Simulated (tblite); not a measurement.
C3H8BClN2.
Bonds: C1–C2 (double), C2–C3, C3–N4, N4–B5, B5–N6, B5–Cl7. Hydrogens: H8, H9 on C1; H10 on C2; H11, H12 on C3; H13 on N4; H14, H15 on N6.

Computed with GFN2-xTB (tblite), gas phase: L-BFGS steps from a force-field or distance-geometry start until the largest atomic force falls under 0.01 eV/Å.

Step 38: E = -603.5508 eV
```
atom  x, y, z in Å  |  force x, y, z in eV/Å
C1     -2.6032    0.3800    0.2399    0.022  -0.095  -0.077
C2     -1.3462    0.7699    0.2661   -0.134   0.196  -0.087
C3     -0.3929    0.7352   -0.8913   -0.034  -0.143  -0.097
N4      0.6146   -0.2901   -0.6787    0.165   0.166   0.103
B5      1.6346   -0.2656    0.2727    0.046  -0.067   0.191
N6      2.4415   -1.3897    0.5068    0.168   0.077   0.372
Cl7     1.8645    1.1877    1.2193    0.167  -0.066   0.022
H8     -3.0680    0.0023   -0.6462   -0.059  -0.111  -0.366
H9     -3.2434    0.3989    1.0963   -0.052   0.093   0.305
H10    -0.9095    1.1608    1.1663    0.073  -0.005   0.249
H11     0.0868    1.7145   -0.9809    0.098  -0.061  -0.001
H12    -0.8841    0.4881   -1.8282   -0.296   0.147  -0.141
H13     0.3765   -1.1837   -1.0591   -0.149  -0.198  -0.248
H14     2.4025   -2.2347   -0.0329   -0.059   0.023   0.023
H15     3.0220   -1.4656    1.3279    0.044   0.043  -0.250
```

Step 39: E = -603.5772 eV
```
atom  x, y, z in Å  |  force x, y, z in eV/Å
C1     -2.6089    0.3932    0.2324   -0.057  -0.260  -0.020
C2     -1.3470    0.7738    0.2746   -0.234   0.187  -0.021
C3     -0.3935    0.7301   -0.8875   -0.055  -0.034   0.022
N4      0.6108   -0.3010   -0.6717    0.065   0.022  -0.063
B5      1.6318   -0.2721    0.2822   -0.018  -0.034   0.086
N6      2.4433   -1.3865    0.5221    0.140  -0.184   0.150
Cl7     1.8990    1.1743    1.2161    0.074   0.068   0.048
H8     -3.0615   -0.0161   -0.6542    0.044   0.047  -0.193
H9     -3.2639    0.4072    1.0861    0.091   0.122   0.124
H10    -0.9232    1.1651    1.1889    0.031  -0.055  -0.008
H11     0.0807    1.7160   -0.9809    0.115  -0.171   0.019
H12    -0.8984    0.4945   -1.8229   -0.213   0.093  -0.051
H13     0.3914   -1.1832   -1.1083   -0.026   0.112  -0.005
H14     2.3694   -2.2370   -0.0101    0.023   0.060   0.119
H15     3.0655   -1.4504    1.3113    0.019   0.027  -0.207
```

Step 40: E = -603.5874 eV
```
atom  x, y, z in Å  |  force x, y, z in eV/Å
C1     -2.6121    0.3908    0.2276   -0.012  -0.207   0.022
C2     -1.3512    0.7780    0.2754   -0.189   0.119   0.008
C3     -0.3948    0.7267   -0.8867   -0.081   0.036   0.058
N4      0.6120   -0.3038   -0.6716   -0.007   0.026  -0.081
B5      1.6314   -0.2744    0.2859    0.020  -0.076   0.070
N6      2.4440   -1.3901    0.5267    0.104  -0.044   0.180
Cl7     1.9107    1.1729    1.2185    0.038   0.042   0.016
H8     -3.0583   -0.0199   -0.6646    0.050   0.076  -0.080
H9     -3.2630    0.4140    1.0866    0.072   0.085   0.022
H10    -0.9305    1.1684    1.1960   -0.013  -0.087  -0.131
H11     0.0804    1.7139   -0.9754    0.102  -0.200  -0.015
H12    -0.9098    0.4962   -1.8213   -0.114   0.091   0.024
H13     0.3937   -1.1821   -1.1201    0.014   0.151   0.056
H14     2.3589   -2.2391   -0.0031    0.054  -0.011   0.109
H15     3.0841   -1.4434    1.3041   -0.038  -0.001  -0.258
```

Step 41: E = -603.5965 eV
```
atom  x, y, z in Å  |  force x, y, z in eV/Å
C1     -2.6155    0.3833    0.2240   -0.019  -0.103   0.052
C2     -1.3590    0.7829    0.2768   -0.042   0.007  -0.015
C3     -0.3991    0.7225   -0.8846   -0.091   0.095   0.074
N4      0.6156   -0.3019   -0.6735   -0.052  -0.002  -0.041
B5      1.6337   -0.2767    0.2897   -0.058  -0.007  -0.003
N6      2.4435   -1.3924    0.5330   -0.001  -0.110   0.005
Cl7     1.9232    1.1744    1.2192    0.010   0.003  -0.011
H8     -3.0533   -0.0213   -0.6781    0.036   0.084   0.063
H9     -3.2593    0.4233    1.0897    0.020   0.014  -0.092
H10    -0.9375    1.1696    1.2002   -0.046  -0.088  -0.177
H11     0.0813    1.7057   -0.9687    0.079  -0.125  -0.059
H12    -0.9250    0.4969   -1.8179   -0.004   0.086   0.094
H13     0.3994   -1.1743   -1.1340    0.044   0.117   0.091
H14     2.3509   -2.2454    0.0077    0.067   0.044   0.141
H15     3.0966   -1.4386    1.2945    0.057  -0.015  -0.122
```

**Question.** Estimate the geometry and energy of step 42. (The exact step hangs on the optimiser's Hessian estimate; all steps are aligned on step 41, rigid shifts and turns removed.)

**Answer.** E = -603.6004 eV, largest force 0.281 eV/Å
```
atom  x, y, z in Å  |  force x, y, z in eV/Å
C1     -2.6178    0.3783    0.2222   -0.014  -0.029   0.041
C2     -1.3642    0.7849    0.2772    0.010  -0.044  -0.024
C3     -0.4029    0.7222   -0.8805   -0.055   0.077   0.023
N4      0.6175   -0.2983   -0.6761   -0.074  -0.015   0.000
B5      1.6341   -0.2793    0.2892   -0.016  -0.037   0.013
N6      2.4424   -1.3978    0.5341    0.078  -0.038   0.124
Cl7     1.9307    1.1687    1.2232    0.000  -0.002  -0.026
H8     -3.0503   -0.0219   -0.6837    0.007   0.057   0.076
H9     -3.2608    0.4313    1.0862   -0.032  -0.026  -0.082
H10    -0.9450    1.1717    1.1994   -0.030  -0.062  -0.120
H11     0.0794    1.7023   -0.9649    0.082  -0.051  -0.065
H12    -0.9315    0.4983   -1.8128    0.014   0.076   0.083
H13     0.4037   -1.1687   -1.1397    0.034   0.078   0.076
H14     2.3441   -2.2568    0.0197    0.083   0.058   0.145
H15     3.1162   -1.4270    1.2845   -0.087  -0.041  -0.264
```

The energy changes by -0.0039 eV. The first-order estimate −F·Δx gives -0.0062 eV and the mean of the old and new forces, exact on a quadratic surface, -0.0039 eV. The step makes an angle of 71° with the force vector and moves no atom by more than 0.025 Å.

The cost below is that of the whole relaxation. Time: 1.5 s of wall time. Hardware: one thread, Arm Neoverse N1 (aarch64) (shared host).
